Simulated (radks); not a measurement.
Valence configurations of the rhenium ion Re3+ (all share [Xe]). Calculated with a radial shooting solver on a logarithmic mesh with Libxc functionals: scalar-relativistic Kohn-Sham, PBEsol, spin-polarised, spherical densities, point nucleus; open shells are filled with parallel spins first (spin-orbit coupling, left out, can overturn this in heavy ions). Energies are relative to 4f14 5d4; eigenvalues in eV for spin up.

valence           E (eV)  moment (Bohr magnetons)    e(4f)    e(5d)    e(6p)    e(6s)
4f14 5d4           0.000                        4  -72.321  -34.336        -        -
4f14 5d3 6s1       4.490                        4  -76.111  -36.814        -  -31.930
4f12 5d3 6s1 6p2  135.01                        8  -109.42  -48.826  -28.066  -38.105
4f14 5d3.5 6s0.5   2.147                        4  -74.205  -35.578        -  -31.092
4f12 5d3 6p3      145.07                        8  -110.78  -49.907  -28.705        -
4f14 5d3.5 6p0.5   6.393                        4  -74.929  -36.157  -23.002        -
4f13.5 5d4 6s0.5  22.181                        5  -79.515  -36.658        -  -31.491
4f11 5d3 6s1 6p3  220.72                       10  -127.17  -55.074  -30.201  -40.974
4f13 5d5          41.251                        6  -82.973  -36.415        -        -
4f14 5d3 6p1      13.154                        4  -77.550  -37.949  -24.063        -

NIST lists [Xe] 4f14 5d4 as the ground configuration; this level of theory agrees among the configurations tried. The energies are those of spherical high-spin densities, not of single terms.
